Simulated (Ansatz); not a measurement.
The same path of CH5O2Sb (9 atoms, charge 0, multiplicity 1) was run twice with different band settings. Lost on the way: C2–H7, O3–Sb4. Made: O3–H7.

Theory: UKS B3LYP/def2-SVP in Ansatz.

Relaxed end points:

```xyz
9
Properties=species:S:1:pos:R:3
O -0.415 1.407 -0.803
C 0.694 0.587 -0.508
O 0.367 -0.756 -0.415
Sb -1.245 -1.195 0.760
H -0.727 1.171 -1.690
H 1.097 0.992 0.442
H 1.476 0.672 -1.290
H -0.469 -2.626 1.350
H -0.690 -0.297 2.138
```

```xyz
9
Properties=species:S:1:pos:R:3
O -0.242 1.915 -1.192
C 0.720 1.109 -0.701
O 0.374 -0.215 -0.734
Sb -1.552 -1.756 1.292
H -0.670 1.459 -1.934
H 1.167 1.505 0.225
H 1.118 -0.757 -0.437
H -0.093 -2.683 1.151
H -0.734 -0.623 2.313
```

Common settings: spring 5.0 eV/Å²; optimiser quadratic models (default); start path through a guess of the saddle point; force threshold 0.05 eV/Å; iteration limit 60; end points relaxed.

| run | movable images | climbing image |
| --- | --- | --- |
| 1 | 5 | yes |
| 2 | 1 | no |

(1) What does each run give, and how far can it be trusted?

Answers

(1) Run 1: converged after 14 iterations, highest image 3.399 eV above the first end. Neighbouring images differ by up to 3.3 eV, so the band resolves the path poorly. A vibrational analysis at the climbing image gives one clearly imaginary mode, 2012i cm⁻¹, and a faint second one (17i cm⁻¹) that may be numerical noise or a soft torsion: probably a first-order saddle point.
Run 2: converged after 11 iterations, highest image 2.094 eV above the first end. The highest image is an end point: on this band no image between the ends rises above it. So few images can step over the top or miss a turn of the path.
